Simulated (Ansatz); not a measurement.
System: SrCl, net charge 0, doublet state. SMILES: [Cl][Sr]
Geometry: optimised at B3LYP-D3(BJ)/def2-TZVP (Ansatz, a program for electronic structure).

Wanted: vertical electron affinity (to the singlet state of charge -1; a negative value means that the extra electron is unbound and the number depends on the basis; each state is the SCF solution reached for its spin; for the singlet the Hartree-Fock reference is unstable and T1 is 0.018), in eV. Valence correlation only, unless marked. UHF or UKS for open shells. No spin-orbit coupling. Frozen are the shells of the preceding noble gas and the d and f shells that filled before the atom's block. The outer core of K, Ca and their heavier congeners is not correlated, a term that matters for these elements. Past Kr the def2 sets carry scalar-relativistic core potentials. Anions need diffuse functions: def2-D sets add few. 

```tsv
level	program	vertical electron affinity (eV)
PBE/def2-TZVPD	Ansatz	1.08
B3LYP/def2-TZVPD	Ansatz	1.11
PBE0/def2-TZVPD	Ansatz	1.05
BHLYP/def2-TZVPD	Ansatz	0.97
wB97M-V/def2-TZVPD	Ansatz	1.10
wB97X-V/def2-TZVPD	Ansatz	1.01
CCSD/def2-TZVPPD	Ansatz	1.06
CCSD/def2-QZVPPD	Ansatz	1.08
CCSD(T)/def2-TZVPPD	Ansatz	1.08
```
